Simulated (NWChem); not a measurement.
C3H4F2; SMILES FC1(F)CC1

Computed with NWChem. Coordinates come from a B3LYP/6-31G* (spherical d) optimisation. Hybrids' shares of exact exchange are those that their runs print; pure functionals count as 0. The functionals differ in more than this share.

| row | share of exact exchange | orbital gap (eV) |
|---|---|---|
| PBE/def2-SVP | 0.00 | 7.53 |
| BLYP/def2-SVP | 0.00 | 7.51 |
| B3LYP/def2-SVP | 0.20 | withheld |
| PBE0/def2-SVP | 0.25 | 10.20 |
| PW6B95/def2-SVP | 0.28 | 10.33 |

Fit a straight line of the last column on the one before it, predict the withheld value, and compare with the run.


1. Means of the 4 shown rows: x = 0.133, y = 8.893. Slope Σ(x − x̄)(y − ȳ)/Σ(x − x̄)² = 0.7294/0.07068 = 10.32; intercept 7.525.
2. The shown rows scatter about the line by 0.064 (root mean square); the largest residual is +0.09, at PBE0/def2-SVP.
3. At x = 0.20 (B3LYP/def2-SVP; inside the shown range) the line gives 9.59.
4. The run gives 9.65, +0.06 from the line, 0.9 times the scatter.
